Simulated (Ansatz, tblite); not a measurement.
Cost and result up the ladder for Al(PH3)Cl3 (AlPH3Cl3) (8 atoms). Charge 0, multiplicity 1. Geometry: PBE-D4/def2-SVP.

| atom | x (Å) | y (Å) | z (Å) |
| --- | --- | --- | --- |
| Al1 | -0.565 | -1.241 | -0.148 |
| P2 | 0.459 | 1.011 | 0.117 |
| H3 | 1.722 | 1.249 | -0.502 |
| H4 | 0.748 | 1.457 | 1.442 |
| H5 | -0.267 | 2.140 | -0.368 |
| Cl6 | 1.005 | -2.407 | 0.685 |
| Cl7 | -0.795 | -1.262 | -2.260 |
| Cl8 | -2.307 | -0.946 | 1.032 |

Ansatz on 2 threads of AMD EPYC 7R13 on a shared host; xTB runs through tblite on one thread. Times are rough, summed over both states, and most runs start from the orbitals of an earlier one. PBE0-D4/def2-TZVP serves as the yardstick here, not as an exact answer. The other state is a triplet.

The xTB rows come from tblite.

xTB has no spin-polarisation term.

```csv
level,functions,wall time
GFN2-xTB,48,0.019 s
GFN1-xTB,51,0.021 s
PBE-D4/def2-TZVP,203,18 s
r2SCAN-D4/def2-TZVP (with forces),203,35 s
PBE0-D4/def2-TZVP,203,35 s
```

Problem. Estimate what each level gives for the vertical triplet (eV).

Solution. 
```csv
level,vertical triplet (eV),difference from PBE0-D4/def2-TZVP (eV)
GFN2-xTB,5.33,-0.87
GFN1-xTB,5.64,-0.56
PBE-D4/def2-TZVP,5.81,-0.39
r2SCAN-D4/def2-TZVP (with forces),5.99,-0.21
PBE0-D4/def2-TZVP,6.20,0.00
```
